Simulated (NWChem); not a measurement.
Molecule: C4H9Cl; SMILES CCCCCl

```xyz
14

C     -0.4567     2.7260     0.1561
C     -0.3087     1.3161    -0.3932
C      0.7845     0.5153     0.3008
C      0.9602    -0.8970    -0.2158
Cl    -0.4893    -1.9162     0.0722
H      0.4744     3.3049     0.0424
H     -0.7064     2.7130     1.2293
H     -1.2551     3.2782    -0.3622
H     -1.2621     0.7712    -0.2941
H     -0.0945     1.3573    -1.4762
H      0.5914     0.4772     1.3869
H      1.7566     1.0281     0.1789
H      1.7975    -1.4048     0.2816
H      1.1404    -0.9117    -1.3008
```
Atoms are numbered in this order, from 1.

Program: NWChem. Pople sets run with spherical d functions. Geometry: optimised at PBE0/def2-SVP.

Task: Taking B3LYP/def2-TZVP as the yardstick, which of these has the fewest basis functions while keeping “dipole (D)” within 0.05 D of it: B3LYP/STO-3G; B3LYP/def2-SVPD; B3LYP/6-31G*; B3LYP/6-31+G*; B3LYP/3-21G; B3LYP/def2-SVP; B3LYP/6-311++G**?

Result: none of them.
| level | basis functions | dipole (D) |
|---|---|---|
| B3LYP/STO-3G | 38 | 2.24 |
| B3LYP/3-21G | 67 | 2.32 |
| B3LYP/6-31G* | 92 | 2.09 |
| B3LYP/6-31+G* | 112 | 2.15 |
| B3LYP/def2-SVP | 119 | 1.79 |
| B3LYP/def2-SVPD | 179 | 2.07 |
| B3LYP/6-311++G** | 181 | 2.10 |
| B3LYP/def2-TZVP | 215 | 1.97 |

The yardstick is one finite set, not the basis-set limit.
